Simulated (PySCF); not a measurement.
From one molecule to another.

First species: C5H10N2OSi.
SMILES: `o1cccc1C[SiH](N)N`

Second species: C5H10N2OSi.
Atom-mapped SMILES: `[CH3:1][NH:2][SiH2:3]/[CH:4]=[C:5](/[C:6]#[N:7])[O:8][CH3:9]` (hydrogens: H10, H11, H12 on C1; H13 on N2; H14, H15 on Si3; H16 on C4; H17, H18, H19 on C9)

Levels: PBE0/pcSseg-1 for dipole moment, HOMO energy, LUMO energy and HOMO–LUMO gap; GFN2-xTB for rotational constant A and rotational constant C. Geometries: GFN2-xTB. All species are isolated and taken at one optimised geometry, non-relativistic unless stated; the electronic structure was computed with PySCF and density fitting.

Dipoles, sizes and rotational constants follow the conformer. The torsions of the flexible species, by atom-mapped SMILES:
- `[NH2:1][SiH:2]([NH2:3])[CH2:4][c:5]1[cH:6][cH:7][cH:8][o:9]1`: N1–Si2–C4–C5 173°, Si2–C4–C5–C6 108°, H–N1–Si2–N3 176°, H–N1–Si2–N3 -51°, H–N3–Si2–N1 -167°, H–N3–Si2–N1 -34°
- `[CH3:1][NH:2][SiH2:3]/[CH:4]=[C:5](/[C:6]#[N:7])[O:8][CH3:9]`: C1–N2–Si3–C4 -178°, N2–Si3–C4–C5 178°, C4–C5–O8–C9 -178°

**Question.** Which of the two has the higher HOMO energy, and by how much?

**Answer.** The first: -6.04 eV against -6.77 eV, a difference of 0.73 eV.

**Question.** Which of the two has the higher rotational constant A, and by how much?

**Answer.** The first: 3.379 GHz against 3.226 GHz, a difference of 0.153 GHz.

**Question.** Which of the two has the higher dipole moment, and by how much?

**Answer.** The second: 2.49 D against 0.87 D, a difference of 1.62 D.

**Question.** Which of the two has the higher rotational constant C, and by how much?

**Answer.** The first: 0.698 GHz against 0.511 GHz, a difference of 0.187 GHz.

**Question.** Which has the higher HOMO–LUMO gap?

**Answer.** The first: 6.53 eV against 5.26 eV, a difference of 1.27 eV.

**Question.** Which has the higher LUMO energy?

**Answer.** The first: 0.49 eV against -1.51 eV, a difference of 2.00 eV.

On the first: The dipole equals about 2.9 × 10⁻³⁰ C·m (1 D = 3.33564 × 10⁻³⁰ C·m). A dipole of 0.87 D is allowed in C1, and pure rotational transitions are dipole-allowed.

On the second: The dipole equals about 8.3 × 10⁻³⁰ C·m (1 D = 3.33564 × 10⁻³⁰ C·m).
